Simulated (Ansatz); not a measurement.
Gas-phase electronic energies from Ansatz, PBE0-D4/def2-TZVP geometries. CCSD(T)/CBS adds triple-zeta CCSD(T) − MP2 to the extrapolated MP2 energy (def2 sets, frozen cores). Elements past krypton have def2 core potentials. For Nb outer-core shells are correlated without core-valence functions, which leaves a few kJ/mol of doubt a bond. One conformer a species, not always the lowest.

Reaction (redistribution): `[O]=[Nb]([F])([Cl])[Cl]` + `OC1=N[SiH2]S1` → `[O]=[Nb]([OH])([Cl])[Cl]` + `FC1=N[SiH2]S1`

| species | CCSD(T)/CBS(def2) energy (Eh) |
| --- | --- |
| `[O]=[Nb]([F])([Cl])[Cl]` | -1151.68753 |
| `OC1=N[SiH2]S1` | -856.60165 |
| `[O]=[Nb]([OH])([Cl])[Cl]` | -1127.66427 |
| `FC1=N[SiH2]S1` | -880.60461 |

(1) Work out ΔE.

Largest T1 diagnostic among the species: 0.021, so the coupled-cluster value is less sure than usual.

Answers

(1) ΔE = (-1127.66427) + (-880.60461) − (-1151.68753) − (-856.60165) = 0.02030 Eh = +53.3 kJ/mol.

Leaving LDA and LC-ωPBE aside and taking each functional with its dispersion term where it has one, the values, not all of them listed here, spread over 3.5 kJ/mol, from BLYP-D4 to B97M-V. At CCSD(T), def2-SVP lies +3.0 kJ/mol from the extrapolated value and def2-TZVPP −0.8 kJ/mol.
